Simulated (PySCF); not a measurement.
## Polarisability and C₆ of In (indium, neutral)

[Kr] 4d10 5s1 5p2, high-spin 4P determinant (an excited configuration). Computed with PySCF 2.14 in aug-cc-pwCVTZ-DK3 (10s9p7d4f1g, 109 functions), with the spin-free X2C one-electron Hamiltonian (Gaussian nucleus). Coupled (time-dependent) response in atomic units; α is the mean over directions.

```tsv
method	mean α (bohr³)	α xx, yy, zz	C₆ (like pair)	S(−4)
M06-2X	64.32	52.54, 70.22, 70.22	673.8	1843
PW91	75.40	57.56, 84.31, 84.31	828.0	2784
```

S(−4) is the Cauchy moment in α(ω) = α(0) + S(−4) ω² + …

Spin-orbit coupling is absent.

α(iu) at PW91:

```
u (hartree)  α(iu) (bohr³)
          0          75.40
     0.0500          69.21
      0.100          56.55
      0.200          35.17
      0.300          23.17
      0.500          12.50
      0.750          7.522
       1.00          5.278
       1.50          3.218
       2.00          2.243
       3.00          1.299
       5.00         0.5987
```

A single London oscillator, α(iu) = α/(1 + u²/ω²), gives C₆ = (3/4) ω α². Matching the computed C₆ needs ω = 4 × 828.0 / (3 × 75.40²) = 0.194 hartree.

The components differ because the open shell of this determinant is not spherical; for a pure term their mean is the scalar polarisability.
